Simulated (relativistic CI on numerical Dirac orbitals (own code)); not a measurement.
**Mn2+ in a cubic cluster: 2p photoemission with charge transfer**

Computed with a charge-transfer multiplet model of a cubic metal-ligand cluster with up to one ligand hole, Slater and spin-orbit integrals from Dirac-Coulomb-Breit ions, Slater integrals scaled by 0.8. The parameters are those of a tetrahedral site (10Dq negative, t2 hopping the larger). The ground state mixes d5 with configurations of k ligand holes L, whose averages lie at kΔ + k(k − 1)U_dd/2; a core hole lowers each added d electron by U_cd. 20 K, Lorentzian 0.6 eV and Gaussian 0.8 eV FWHM.

Atomic integrals in eV (Slater integrals scaled, ζ unscaled), ground: F2dd 8.204, F4dd 5.095, zeta_d 0.037; with the core hole: F2dd 9.718, F4dd 6.082, zeta_d 0.060, zeta_core 6.788, F2cd 5.619, G1cd 4.209, G3cd 2.391.

Cluster parameters (eV): Δ = 2.8, U_dd = 5.4, 10Dq = -0.35, 10Dq(ligand) = 0, V(eg) = 0.75, V(t2g) = -1.27, final-state hopping factor = 1.

Weights, n_d and S are thermal averages at 20 K. Binding energies count from the first peak over 30 % of the highest in each spectrum, which can be another peak from case to case. The parameters are a model scan and need not match a compound or its usual spin state. Peaks in eV (height, largest 100): 0.0 (100), 1.1 (87), 3.6 (27), 5.5 (66), 6.4 (55), 11.7 (55), 17.4 (29), 18.5 (32).

Q: Which parameters give this spectrum?
A. U_cd = 6.7 eV
B. U_cd = 6.1 eV
C. U_cd = 7.9 eV

A: C. U_cd = 7.9 eV; the ground state then has 5.14 d electrons and S = 2.50. The choice follows from running the model for each set and comparing peak positions and heights. The space is cut while the next configuration still counts.
